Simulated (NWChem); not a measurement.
System meant: H$_{2}$BO$_{2}$, doublet; SMILES O[B]O

Input file for NWChem:

```
start job
memory heap 200 mb stack 900 mb global 1100 mb
geometry units angstroms noautoz
  O     -1.221829     0.000000     0.039325
  B      0.000000     0.000000    -0.544693
  O      1.221829     0.000000     0.039325
  H     -1.213554     0.000000     1.016638
  H      1.213554     0.000000     1.016638
end
basis spherical
  * library def2-svp
end
dft
  odft
  mult 3
  xc b3lyp
  iterations 150
  mulliken
end
task dft energy
```

End of the output:

```
 Summary of "ao basis" -> "" (spherical)
 ------------------------------------------------------------------------------
       Tag                 Description            Shells   Functions and Types
 ---------------- ------------------------------  ------  ---------------------
 *                          def2-svp                  on all atoms

                                 NWChem DFT Module
                                 -----------------

 Summary of "ao basis" -> "ao basis" (spherical)
 ------------------------------------------------------------------------------
       Tag                 Description            Shells   Functions and Types
 ---------------- ------------------------------  ------  ---------------------
 O                          def2-svp                 6       14   3s2p1d
 B                          def2-svp                 6       14   3s2p1d
 H                          def2-svp                 3        5   2s1p

 Summary of "ao basis" -> "ao basis" (spherical)
 ------------------------------------------------------------------------------
       Tag                 Description            Shells   Functions and Types
 ---------------- ------------------------------  ------  ---------------------
 O                          def2-svp                 6       14   3s2p1d
 B                          def2-svp                 6       14   3s2p1d
 H                          def2-svp                 3        5   2s1p

      Symmetry analysis of basis
      --------------------------

        a1         21
        a2          6
        b1         17
        b2          8

  number of electrons :                   23
  multiplicity        :                    3
 ------------------------------------------------------------------------
  no. of electrons and multiplicity not compatible                  23
 ------------------------------------------------------------------------
 ------------------------------------------------------------------------
  current input line :
    20: task dft energy
 ------------------------------------------------------------------------
 ------------------------------------------------------------------------
 There is an error in the input file
 ------------------------------------------------------------------------
 For more information see the NWChem manual at https://nwchemgit.github.io

0: no. of electrons and multiplicity not compatible:Received an Error in Communication
```

Problem. What is wrong, and how is it mended?

Solution. The program refused the input. Cause: the multiplicity doesn't fit the number of electrons (an even count wants an odd multiplicity, and the reverse). This input runs:
```
start job
memory heap 200 mb stack 900 mb global 1100 mb
geometry units angstroms noautoz
  O     -1.221829     0.000000     0.039325
  B      0.000000     0.000000    -0.544693
  O      1.221829     0.000000     0.039325
  H     -1.213554     0.000000     1.016638
  H      1.213554     0.000000     1.016638
end
basis spherical
  * library def2-svp
end
dft
  odft
  mult 2
  xc b3lyp
  iterations 150
  mulliken
end
task dft energy
```
It converges to -176.38927 Ha (B3LYP/def2-SVP, spin-unrestricted).
